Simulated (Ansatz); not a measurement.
Molecule: P$_{2}$H, charge 1, multiplicity 1. It need not be the lowest isomer of its formula. 
Geometry from a B3LYP-D3(BJ)/def2-TZVP (Ansatz, a first-principles code) optimisation:
SMILES: P#[PH+]
```xyz
3

P      0.0000     0.0000    -1.0117
P      0.0000     0.0000     0.8600
H      0.0000     0.0000     2.2752
```
Charge +1, spin multiplicity 1.

Quantity: vertical ionisation energy (to the doublet state of charge +2; each state is the SCF solution reached for its spin; the UHF <S^2> is 0.86 for the doublet (pure: 0.75); for the doublet T1 is 0.046; for the singlet the Hartree-Fock reference is unstable and T1 is 0.020), in eV. Valence correlation only, unless marked. Open shells are spin-unrestricted. Spin-orbit coupling is left out. No relativistic terms. CBS(X,Y): correlation extrapolated as X^-3; Hartree-Fock from the larger set.

| level | program | vertical ionisation energy (eV) |
|---|---|---|
| SVWN5/def2-TZVPD | Ansatz | ___ |
| PBE/def2-TZVPD | Ansatz | 17.59 |
| r2SCAN/def2-TZVPD | Ansatz | ___ |
| B3LYP/def2-TZVPD | Ansatz | ___ |
| PBE0/def2-TZVPD | Ansatz | 17.50 |
| CAM-B3LYP/def2-TZVPD | Ansatz | 17.43 |
| wB97M-V/def2-TZVPD | Ansatz | 17.39 |
| wB97X-V/def2-TZVPD | Ansatz | 17.43 |
| CCSD/aug-cc-pV(D+d)Z | Ansatz | ___ |
| CCSD/def2-SVPD | Ansatz | 17.50 |
| CCSD(T)/CBS(def2-TZVPPD,def2-QZVPPD) | Ansatz | 17.77 |

Problem. Fill in the missing entries.

Solution. 
- SVWN5/def2-TZVPD, vertical ionisation energy (eV): 17.81
- r2SCAN/def2-TZVPD, vertical ionisation energy (eV): 17.57
- B3LYP/def2-TZVPD, vertical ionisation energy (eV): 17.51
- CCSD/aug-cc-pV(D+d)Z, vertical ionisation energy (eV): 17.42
